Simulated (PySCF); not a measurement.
Gas-phase reaction: Ga2H6 → 2 GaH + 2 H2

Energies from PySCF, thermal terms from the rigid-rotor harmonic-oscillator model, ideal gas at 1 bar. † marks an energy on the PBE0/def2-TZVP geometry and frequencies; other levels use their own. 6-31G* has spherical d functions here. All species are closed-shell singlets. B3LYP is the form with VWN-RPA correlation. Ga: all electrons, no relativistic terms. Ga2H6, GaH: computed as isolated molecules; such fragments, hydroxides, amides, oligomers or adducts are transient or little studied in the gas.

```
level               ΔH°(298 K), kJ
------------------  --------------
B3LYP/6-31G*                     ?
B3LYP/def2-TZVP†                 ?
HF/6-31G*                        ?
PBE/def2-SVP                   274
PBE0/def2-TZVP                 278
ωB97X-V/def2-TZVP†             288
```

Task: Some entries are withheld; supply them.

Result: 
- B3LYP/6-31G*, ΔH°(298 K), kJ: 190
- B3LYP/def2-TZVP†, ΔH°(298 K), kJ: 208
- HF/6-31G*, ΔH°(298 K), kJ: 214
